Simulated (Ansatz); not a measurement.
Ansatz results at the PBE0-D4/def2-TZVP geometry: HOMO energy (B3LYP/def2-TZVPP) -6.66 eV; HOMO–LUMO gap (PBE0/def2-TZVPP) 5.53 eV; HOMO energy (ωB97M-V/def2-TZVPP) -8.92 eV.

Each molecule was computed in one conformer, which needn't be the lowest.

Problem. Which molecule gave them?
A. `[OH][Zr]([OH])([c]1ccccc1)[c]1ccccc1`
B. `[NH2][Zr]([F])([F])[F]`
C. `[SH][Zr]([Cl])([Cl])[Cl]`
D. `C[O][Zr]([CH3])([NH2])[OH]`

Solution. A. The others give `C[O][Zr]([CH3])([NH2])[OH]`: -6.58, 6.75, -9.15; `[SH][Zr]([Cl])([Cl])[Cl]`: -8.02, 5.55, -10.41; `[NH2][Zr]([F])([F])[F]`: -7.94, 7.17, -10.54.

B3LYP here is the variant with VWN-RPA as its local correlation; programs differ in this.
